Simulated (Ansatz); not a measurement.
Consider the atomization: `OB1CC1` → B• + 2 C• + 5 H• + O•.

Isolated molecules relaxed with PBE0-D4/def2-TZVP in Ansatz; ΔE leaves out vibrations. CBS: MP2 limit from def2 TZ/QZ plus the TZ coupled-cluster correction, frozen cores. This one scheme is used for every species, atoms too. Functionals use def2-TZVPP. Open shells (•) are unrestricted, without spin–orbit coupling. Spin–orbit coupling would lower the free atoms: a little for B, C, O. Each species was taken in one conformer, which may not be the lowest.

```tsv
level	ΔE (kJ/mol)
r2SCANh-D4	3669.0
BHLYP-D4	3559.1
ωB97M-V	3683.6
LC-ωPBE	3684.1
CCSD/def2-SVP	3468.0
CCSD(T)/def2-TZVPP	3565.8
HF/def2-QZVPP	2721.6
CCSD/CBS(def2)	3599.0
```

Task: What does CCSD(T)/CBS give? (Best estimate.)

Result: Computed: +3650.7 kJ/mol. The listed levels differ from it by 18.3, -91.6, 32.9, 33.4, -182.7, -84.9, -929.1, -51.7 kJ/mol.

Largest T1 diagnostic among the species: 0.014.

From BLYP to BHLYP (50 % exact exchange), in def2-TZVPP and without D4, ΔE moves by −88.3 kJ/mol: exact exchange takes away binding that semilocal exchange gives to molecules. Leaving LDA and LC-ωPBE aside and taking each functional with its dispersion term where it has one, the values, not all of them listed here, spread over 204.1 kJ/mol, from BHLYP-D4 to PBE-D4. LDA lies +465.3 kJ/mol from PBE without D4, its usual overbinding. The D4 term adds +19.3 kJ/mol with B3LYP and +9.9 kJ/mol with PBE0; it sums over pairs of atoms, weighted by their polarisabilities, and B3LYP, whose exchange is more repulsive, gets the larger term.

B3LYP here is the variant with VWN-RPA as its local correlation; programs differ in this.

For atomizations the MP2-based limit and the directly extrapolated one differ by several kJ/mol either way, and by 10 to 25 for some Ge, Se and Sn compounds, so smaller differences from it don't rank the levels.
